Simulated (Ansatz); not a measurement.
# A van 't Hoff estimate for C4H6F4 ⇌ C3H3F3 + CH3F

Species: C4H6F4 `CC(F)(CF)C(F)F`, singlet; C3H3F3 `C=C(F)C(F)F`, singlet; CH3F (fluoromethane) `CF`, singlet. 

The electronic reaction energy at CCSD(T)/CBS estimate is +134.8 kJ/mol. Shapes: PBE0-D4/def2-TZVP. Flexible molecules stand in one conformer, not always the lowest. Programs: Ansatz 0.2.0. Enthalpy and entropy come from rigid-rotor, harmonic-oscillator sums on unscaled PBE0-D4/def2-TZVP wavenumbers, ideal gases at 1 bar; R ln 2 is added for the mirror twin of the chiral shape of C4H6F4, C3H3F3. Symmetry numbers: C4H6F4 1, C3H3F3 1, CH3F 3. R = 8.3145 J/(mol K).

```
T (K)  ΔH (kJ/mol)  ΔS (J/(mol K))
  400       +124.8          +167.8
  600       +122.8          +164.0
  800            ?               ?
```

Q: Work out ln K at 400 and 600 K, and from these estimate it at 800 K.

A: 
1. 400 K: ΔG = +124.8 − 400 × (+167.8)/1000 = +57.7 kJ/mol; ln K = −ΔG/RT = -17.35.
2. 600 K: ΔG = +122.8 − 600 × (+164.0)/1000 = +24.4 kJ/mol; ln K = −ΔG/RT = -4.89.
3. Slope against 1000/T: (-4.89 − (-17.35))/(1.6667 − 2.5000) = -14.95, that is −ΔH/R with ΔH near +124 kJ/mol.
4. 800 K: ln K = -17.35 + (-14.95) × (1.2500 − 2.5000) = +1.34.

The full sums give ΔH = +120.3 kJ/mol, ΔS = +160.3 J/(mol K), ΔG = -7.9 kJ/mol and ln K = +1.19 at 800 K, so the line is off by +0.15 in ln K; without rounding the miss is +0.12, from the change of ΔH with temperature. The products are favoured at 1 bar above about 750 K, give or take 60 K for 10 kJ/mol in the energy. The number of molecules rises, which sets the sign of ΔS, and lower pressure favours the products. An error of 10 kJ/mol in the energy moves ln K by 1.5 at 800 K. Soft modes are treated as harmonic, which can err either way at these temperatures; the lowest are those of C4H6F4 (75 cm⁻¹), C3H3F3 (74 cm⁻¹). Other conformers aren't counted. The CBS estimate extrapolates MP2 from def2-TZVPP and def2-QZVPP and adds CCSD(T) − MP2 in the triple-zeta set, cores frozen.
